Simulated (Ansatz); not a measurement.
`N[CH2][GeH2][SiH3]` + `O[SiH2]S` → `O[SiH2]S[SiH3]` + `N[CH2][GeH3]`  (cleavage of the Si–Ge bond)

Calculated with Ansatz (gas phase, PBE0-D4/def2-TZVP geometries, no zero-point term in ΔE). CCSD(T)/CBS adds triple-zeta CCSD(T) − MP2 to the extrapolated MP2 energy (def2 sets, frozen cores). DFT in def2-TZVPP. B3LYP here is the variant with VWN-RPA as its local correlation; programs differ in this. For Ge outer-core shells are correlated without core-valence functions, which leaves a few kJ/mol of doubt a bond. Scalar relativity is left out up to krypton. Each species was taken in one conformer, which may not be the lowest.

`N[CH2][GeH2][SiH3]`:

Z-matrix (Å, degrees):
```
C
Ge 1 1.972
N 1 1.455 2 109.1
H 1 1.099 2 109.8 3 127.2
H 1 1.093 2 106.4 3 -117.2
Si 2 2.379 1 108.2 3 49.4
H 2 1.542 1 110.0 3 172.3
H 2 1.545 1 108.8 3 -70.2
H 3 1.013 1 111.3 2 -175.0
H 3 1.012 1 111.1 2 65.9
H 6 1.485 2 110.8 1 -74.0
H 6 1.489 2 110.6 1 165.9
H 6 1.487 2 109.6 1 46.5
```

`O[SiH2]S`:

Z-matrix (Å, degrees):
```
Si
S 1 2.133
O 1 1.642 2 113.5
H 1 1.478 2 111.7 3 117.8
H 1 1.484 2 102.9 3 -122.0
H 2 1.344 1 94.6 3 -65.2
H 3 0.959 1 117.2 2 -51.2
```

`O[SiH2]S[SiH3]`:

```xyz
10

O    -0.541   -1.832    0.467
Si   -0.342   -1.070   -0.975
S    -0.789    1.013   -0.873
Si    0.576    1.529    0.694
H    -1.396   -1.750    0.895
H     1.077   -1.296   -1.321
H    -1.255   -1.587   -2.025
H     0.836    2.983    0.570
H    -0.007    1.247    2.029
H     1.839    0.763    0.539
```

`N[CH2][GeH3]`:

Cartesian coordinates in Å:
```
N 0.089 -1.016 -1.149
C -0.119 -0.691 0.254
Ge 0.228 1.220 0.556
H -0.577 -0.530 -1.736
H -0.035 -2.007 -1.316
H -1.116 -0.937 0.649
H 0.606 -1.243 0.858
H -0.629 2.045 -0.425
H 1.710 1.546 0.314
H -0.157 1.614 1.994
```

**Question.** Is it downhill or uphill in electronic energy at CCSD(T)/CBS, and by how much? (Best estimate.)

**Answer.** Ansatz gave: Downhill: ΔE = -10.1 kcal/mol.

**Question.** What do these levels give: PBE-D4, r2SCAN-D4, PBE0-D4, B3LYP-D4, HF/def2-TZVPP, MP2/def2-TZVPP, SCS-MP2/def2-TZVPP, CCSD(T)/def2-TZVPP, MP2/def2-QZVPP, SCS-MP2/def2-QZVPP, MP2/CBS(def2), CCSD/CBS(def2)? (An estimate is asked.)

**Answer.** Ansatz gave: PBE-D4 -8.2, r2SCAN-D4 -9.7, PBE0-D4 -9.1, B3LYP-D4 -9.4, HF/def2-TZVPP -11.5, MP2/def2-TZVPP -11.0, SCS-MP2/def2-TZVPP -10.8, CCSD(T)/def2-TZVPP -9.3, MP2/def2-QZVPP -11.6, SCS-MP2/def2-QZVPP -11.5, MP2/CBS(def2) -11.8, CCSD/CBS(def2) -10.1 kcal/mol.

Largest T1 diagnostic among the species: 0.012.

From PBE to PBE0 (25 % exact exchange), in def2-TZVPP and without D4, ΔE moves by −0.9 kcal/mol.
